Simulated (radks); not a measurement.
Values are calculated unless marked as measured or tabulated.
I3+, configuration [Kr] 4d10 5s2 5p2. Level of theory: Dirac Kohn-Sham, PBE, spin-unpolarised, spherical densities, finite nucleus; open shells fill j = l - 1/2 first; Fermi nuclear charge, rms radius 4.75 fm (a radial shooting solver on a logarithmic mesh with Libxc functionals).

Normalised radial functions P(r) = r R(r) (large component), r in bohr:

| r | 4d3/2 | 5s1/2 |
|---|---|---|
| 0.002207 | 0.0000 | 0.0495 |
| 0.00292 | 0.0001 | 0.0614 |
| 0.003864 | 0.0002 | 0.0752 |
| 0.005153 | 0.0004 | 0.0907 |
| 0.006818 | 0.0008 | 0.1058 |
| 0.009021 | 0.0016 | 0.1186 |
| 0.01194 | 0.0034 | 0.1254 |
| 0.01592 | 0.0072 | 0.1202 |
| 0.02106 | 0.0148 | 0.0966 |
| 0.02787 | 0.0297 | 0.0484 |
| 0.03717 | 0.0588 | -0.0275 |
| 0.04919 | 0.1095 | -0.1155 |
| 0.06508 | 0.1925 | -0.1877 |
| 0.08611 | 0.3138 | -0.1971 |
| 0.1148 | 0.4663 | -0.0984 |
| 0.152 | 0.5947 | 0.0916 |
| 0.2011 | 0.6152 | 0.2698 |
| 0.266 | 0.4273 | 0.2730 |
| 0.3548 | -0.0200 | 0.0120 |
| 0.4695 | -0.5859 | -0.3371 |
| 0.6212 | -1.0338 | -0.4465 |
| 0.8219 | -1.1437 | -0.1270 |
| 1.096 | -0.9043 | 0.4433 |
| 1.45 | -0.5335 | 0.8273 |
| 1.919 | -0.2300 | 0.8191 |
| 2.56 | -0.0646 | 0.5090 |
| 3.387 | -0.0113 | 0.2015 |
| 4.481 | -0.0010 | 0.0465 |
| 5.929 | 0.0000 | 0.0053 |

4d3/2: eigenvalue -82.953 eV, 1 radial node at r = 0.351 bohr, <r> = 0.910 bohr, 90 % of the charge inside 1.38 bohr. 5s1/2: eigenvalue -46.189 eV, 4 radial nodes at r = 0.0338, 0.134, 0.358, 0.879 bohr, <r> = 1.83 bohr, 90 % of the charge inside 2.63 bohr.
